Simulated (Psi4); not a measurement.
H$_{2}$P (SMILES [PH2-]), charge -1, singlet, geometry from GFN2-xTB (a gas-phase anion, which may not be bound at this level); WB97X/aug-cc-pVDZ run with Psi4.

The Psi4 input:
```
memory 2 GB

molecule mol {
-1 1
P    -0.001499    0.074311    0.082110
H     0.970783   -0.554794   -0.600600
H    -0.948298   -0.559867   -0.631046
}

set {
  basis aug-cc-pvdz
  reference rks
}

energy('wb97x')
print_variables()
```

The log (banner, timings and long lists left out):

```
   => Loading Basis Set <=

    Name: AUG-CC-PVDZ
    Role: ORBITAL
    Keyword: BASIS

         ---------------------------------------------------------
                                   SCF
               by Justin Turney, Rob Parrish, Andy Simmonett
                          and Daniel G. A. Smith
                              RKS Reference
         ---------------------------------------------------------

  ==> Geometry <==

    Molecular point group: cs
    Full point group: Cs

    Geometry (in Angstrom), charge = -1, multiplicity = 1:

       Center              X                  Y                   Z               Mass
    ------------   -----------------  -----------------  -----------------  -----------------
         P           -0.057514504452     0.000778533841     0.000000000000    30.973761998420
         H            0.870814507754    -0.971540126757     0.000000000000     1.007825032230
         H            0.896794467414     0.947613233583     0.000000000000     1.007825032230

  Running in cs symmetry.

  Rotational constants: A =     10.05099  B =      9.08118  C =      4.77075 [cm^-1]
  Rotational constants: A = 301321.04847  B = 272247.00620  C = 143023.57442 [MHz]
  Nuclear repulsion =   12.084877016395000

  Charge       = -1
  Multiplicity = 1
  Electrons    = 18
  Nalpha       = 9
  Nbeta        = 9

  ==> Algorithm <==

  SCF Algorithm Type is DF.
  DIIS enabled.
  MOM disabled.
  Fractional occupation disabled.
  Guess Type is SAD.
  Energy threshold   = 1.00e-06
  Density threshold  = 1.00e-06
  Integral threshold = 1.00e-12

  ==> Primary Basis <==

  Basis Set: AUG-CC-PVDZ
    Blend: AUG-CC-PVDZ
    Number of shells: 21
    Number of basis functions: 45
    Number of Cartesian functions: 47
    Spherical Harmonics?: true
    Max angular momentum: 2

  ==> DFT Potential <==

   => LibXC <=

    Version 7.1.2
    S. Lehtola, C. Steigemann, M. J. T. Oliveira, and M. A. L. Marques,  SoftwareX 7, 1–5 (2018) (10.1016/j.softx.2017.11.002)

   => Composite Functional: WB97X <=

    wB97X Hyb-GGA Exchange-Correlation Functional

    J.-D. Chai and M. Head-Gordon,  J. Chem. Phys. 128, 084106 (2008) (10.1063/1.2834918)

    Deriv               =              1
    GGA                 =           TRUE
    Meta                =          FALSE

    Exchange Hybrid     =           TRUE
    MP2 Hybrid          =          FALSE

   => Exchange-Correlation Functionals <=

    1.0000   wB97X range-separated functional

   => Exact (HF) Exchange <=

    0.8423            HF,LR [omega = 0.3000]
    0.1577               HF

   => LibXC Density Thresholds  <==

    XC_HYB_GGA_XC_WB97X:  1.00E-14

   => Molecular Quadrature <=

    Radial Scheme          =       TREUTLER
    Pruning Scheme         =           NONE
    Nuclear Scheme         =       TREUTLER

    Blocking Scheme        =         OCTREE
    BS radius alpha        =              1
    Pruning alpha          =              1
    Radial Points          =             75
    Spherical Points       =            302
    Total Points           =          66546
    Total Blocks           =            555
    Max Points             =            253
    Max Functions          =             45
    Weights Tolerance      =       1.00E-15

   => Loading Basis Set <=

    Name: (AUG-CC-PVDZ AUX)
    Role: JKFIT
    Keyword: DF_BASIS_SCF

  ==> Integral Setup <==

  SCF_SUBTYPE=INCORE selected. In-core MEM_DF algorithm will be used.
  Using in-core AOs.

  ==> MemDFJK: Density-Fitted J/K Matrices <==

    J tasked:                   Yes
    K tasked:                   Yes
    wK tasked:                  Yes
    Omega:                3.000E-01
    Algorithm:                 Core
    Schwarz Cutoff:           1E-12
    Mask sparsity (%):       0.0000
    Fitting Condition:        1E-10

   => Auxiliary Basis Set <=

  Basis Set: (AUG-CC-PVDZ AUX)
    Blend: AUG-CC-PVDZ-JKFIT
    Number of shells: 64
    Number of basis functions: 192
    Number of Cartesian functions: 220
    Spherical Harmonics?: true
    Max angular momentum: 3

  Minimum eigenvalue in the overlap matrix is 4.1466543268E-04.
  Reciprocal condition number of the overlap matrix is 7.3285665770E-05.
    Using symmetric orthogonalization.

  ==> Pre-Iterations <==

  SCF Guess: Superposition of Atomic Densities via on-the-fly atomic UHF (no occupation information).

   -------------------------
    Irrep   Nso     Nmo
   -------------------------
     A'        33      33
     A"        12      12
   -------------------------
    Total      45      45
   -------------------------

  ==> Iterations <==

                           Total Energy        Delta E     RMS |[F,P]|

   @DF-RKS iter SAD:  -342.10940903137049   -3.42109e+02   0.00000e+00
   @DF-RKS iter   1:  -342.42925059867429   -3.19842e-01   9.78186e-03 DIIS/ADIIS
   @DF-RKS iter   2:  -342.50683054586028   -7.75799e-02   5.87918e-03 DIIS/ADIIS
   @DF-RKS iter   3:  -342.53281100921834   -2.59805e-02   3.80237e-04 DIIS/ADIIS
   @DF-RKS iter   4:  -342.53328811905118   -4.77110e-04   1.71297e-04 DIIS/ADIIS
   @DF-RKS iter   5:  -342.53337349990295   -8.53809e-05   3.96556e-05 DIIS
   @DF-RKS iter   6:  -342.53337912557163   -5.62567e-06   1.08955e-05 DIIS
   @DF-RKS iter   7:  -342.53337975334148   -6.27770e-07   2.20923e-06 DIIS
   @DF-RKS iter   8:  -342.53337977537058   -2.20291e-08   3.56755e-07 DIIS
  Energy and wave function converged.

  ==> Post-Iterations <==

   Electrons on quadrature grid:
      Ntotal   =   18.0000082852 ; deviation = 8.285e-06

    Orbital Energies [Eh]
    ---------------------

    Doubly Occupied:

[...]
    Virtual:

[...]
    Final Occupation by Irrep:
             Ap   App
    DOCC [     7,    2 ]
    NA   [     7,    2 ]
    NB   [     7,    2 ]

  @DF-RKS Final Energy:  -342.53337977537058

   => Energetics <=

    Nuclear Repulsion Energy =             12.0848770163949997
    One-Electron Energy =                -501.5366506099738331
    Two-Electron Energy =                 165.0073827475211772
    DFT Exchange-Correlation Energy =     -18.0889889293129507
    Empirical Dispersion Energy =           0.0000000000000000
    VV10 Nonlocal Energy =                  0.0000000000000000
    Total Energy =                       -342.5333797753706335

Computation Completed

Properties will be evaluated at   0.000000,   0.000000,   0.000000 [a0]

Properties computed using the SCF density matrix

 Multipole Moments:

 ------------------------------------------------------------------------------------
     Multipole            Electronic (a.u.)      Nuclear  (a.u.)        Total (a.u.)
 ------------------------------------------------------------------------------------

 L = 1.  Multiply by 2.5417464519 to convert [e a0] to [Debye]
 Dipole X            :         -1.4624055            1.7099969            0.2475914
 Dipole Y            :          0.0197947           -0.0231470           -0.0033523
 Dipole Z            :          0.0000000            0.0000000            0.0000000
 Magnitude           :                                                    0.2476141

 ------------------------------------------------------------------------------------

  Variable Map:
  ----------------------------------------------------------------------------
[...]
  Array Variable Map:
  ----------------------------------------------------------------------------
[...]
[...]
```
